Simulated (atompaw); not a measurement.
# An all-electron radial function and its pseudo partner (Si (Z = 14))

Columns: radius, all-electron u(r) and pseudo u(r) of the 3s shell (level -10.77 eV) of silicon in the configuration [Ne] 3s2 3p2; PBEsol, scalar-relativistic, PAW (atompaw) scheme, atompaw 4.2.0.5.

| r (bohr) | all-electron | pseudo |
| --- | --- | --- |
| 0.090 | 0.1429 | 0.0608 |
| 0.181 | -0.0840 | 0.1219 |
| 0.271 | -0.2652 | 0.1815 |
| 0.362 | -0.3368 | 0.2406 |
| 0.452 | -0.3158 | 0.2976 |
| 0.542 | -0.2355 | 0.3526 |
| 0.633 | -0.1217 | 0.4059 |
| 0.723 | 0.0037 | 0.4560 |
| 0.813 | 0.1293 | 0.5030 |
| 0.904 | 0.2485 | 0.5471 |
| 0.994 | 0.3545 | 0.5870 |
| 1.085 | 0.4476 | 0.6232 |
| 1.175 | 0.5253 | 0.6546 |
| 1.265 | 0.5894 | 0.6816 |
| 1.356 | 0.6409 | 0.7039 |
| 1.446 | 0.6798 | 0.7212 |
| 1.537 | 0.7079 | 0.7335 |
| 1.627 | 0.7258 | 0.7408 |
| 1.717 | 0.7350 | 0.7432 |
| 1.808 | 0.7369 | 0.7409 |
| 1.898 | 0.7324 | 0.7341 |
| 1.988 | 0.7227 | 0.7233 |
| 2.079 | 0.7084 | 0.7086 |
| 2.169 | 0.6909 | 0.6909 |
| 2.260 | 0.6703 | 0.6703 |
| 2.350 | 0.6478 | 0.6478 |

(1) How many radial nodes do the two functions have?

(2) Is the pseudo-wave norm-conserving?

## Answers

(1) The all-electron 3s function has n − l − 1 = 2; the pseudo-wave has 0, since the states of the same l below it are removed with the core.

(2) No, it belongs to a PAW set: the norm inside the radius is not constrained, and the difference is carried by the augmentation charge.
